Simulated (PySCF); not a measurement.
A GIAO shielding run with PySCF (density fitting, non-relativistic, gas phase) on `C=C[Si@@H](O)SC`, C₃H₈OSSi:

```
$ OMP_NUM_THREADS=1 python probes_run.py task.json out

{"job": {"kind": "nmr", "xc": "PBE0", "basis": "pcSseg-1"}, "charge": 0, "multiplicity": 1}
C     -2.516784     0.210034    -0.969173
C     -2.024345    -0.089032     0.222696
Si    -0.221914     0.077297     0.716894
O      0.356364    -1.207018     1.533204
S      0.891940     0.360054    -1.109374
C      2.572595     0.343282    -0.414425
H     -1.879050     0.564569    -1.762872
H     -3.564608     0.108487    -1.206874
H     -2.697907    -0.441717     0.994635
H      0.090516     1.145948     1.652534
H      0.297204    -2.098015     1.195426
H      3.261129     0.377063    -1.251936
H      2.711028     1.214578     0.218165
H      2.723155    -0.566002     0.158933
```

Hardware: 1 thread of an Arm Neoverse V1, shared host. The job also computes population analyses, field gradients.

(1) How large is the calculation?

(2) How long does it take, and how much memory does it need?

Answers

(1) 64 electrons, 156 basis functions and 856 auxiliary functions.

(2) 26 s of wall time, with 13 SCF cycles and 5 response iterations; peak memory 0.79 GiB. Times on a shared host scatter by some tens of per cent.
